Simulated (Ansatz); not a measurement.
C₈H₁₁ClS⁻, that is dimethylphenylsulfonium chloride with one electron more. Charge -1, multiplicity 2. Geometry r2SCAN-D4/def2-SVP; atoms count from 1.

Cartesian coordinates in Å:
```
C -0.961 1.792 1.347
S -0.900 1.034 -0.337
C -2.438 0.041 -0.107
C 0.442 -0.023 -0.441
C 1.361 0.138 -1.533
C 2.464 -0.681 -1.652
C 2.727 -1.710 -0.694
C 1.827 -1.869 0.380
C 0.708 -1.062 0.529
H -0.123 2.502 1.400
H -1.964 2.287 1.402
H -0.848 0.998 2.100
H -3.226 0.792 0.160
H -2.629 -0.465 -1.063
H -2.274 -0.692 0.697
H 1.171 0.923 -2.273
H 3.146 -0.536 -2.497
H 3.603 -2.357 -0.793
H 2.012 -2.653 1.125
H 0.030 -1.213 1.375
Cl -4.129 2.753 0.872
```

The highest occupied level of the relaxed charge -1 doublet lies above zero (up to 0.23 eV). By energy differences its removal costs 0.80 eV (each at its own geometry, to the charge 0 singlet, at PBE0-D4/def2-TZVP); self-interaction error and the lack of diffuse functions both raise the level. In the doublet geometry the species has come apart into loosely held pieces.

Problem. Estimate the Mulliken populations from the PBE0/def2-TZVP orbitals of Ansatz.

Solution. 
| atom | charge (e) | spin (α − β) |
| --- | --- | --- |
| C1 | -0.34 | 0.06 |
| S2 | 0.15 | 0.11 |
| C3 | -0.34 | 0.05 |
| C4 | 0.12 | 0.18 |
| C5 | -0.20 | 0.10 |
| C6 | -0.13 | -0.02 |
| C7 | -0.21 | 0.40 |
| C8 | -0.11 | -0.13 |
| C9 | -0.28 | 0.29 |
| H10 | 0.11 | 0.00 |
| H11 | 0.18 | 0.00 |
| H12 | 0.11 | 0.00 |
| H13 | 0.18 | 0.00 |
| H14 | 0.11 | 0.00 |
| H15 | 0.11 | 0.00 |
| H16 | 0.09 | -0.01 |
| H17 | 0.07 | 0.00 |
| H18 | 0.07 | -0.03 |
| H19 | 0.07 | 0.01 |
| H20 | 0.08 | -0.02 |
| Cl21 | -0.82 | 0.00 |
Mulliken values and Mayer orders depend strongly on the basis.

Problem. Where does the spin sit?

Solution. Summed by element: C 0.93, S 0.11, H -0.04, Cl 0.00, of 1 unpaired in all. Largest on single atoms: C7 0.40, C9 0.29, C4 0.18.

Problem. And the Mayer bond orders between bonded heavy atoms (over 0.3)?

Solution. C1–S2 0.91 (1.85 Å); S2–C3 0.92 (1.84 Å); S2–C4 1.17 (1.71 Å); C4–C5 1.18 (1.44 Å); C4–C9 1.12 (1.45 Å); C5–C6 1.61 (1.38 Å); C6–C7 1.23 (1.43 Å); C7–C8 1.35 (1.41 Å); C8–C9 1.56 (1.39 Å).
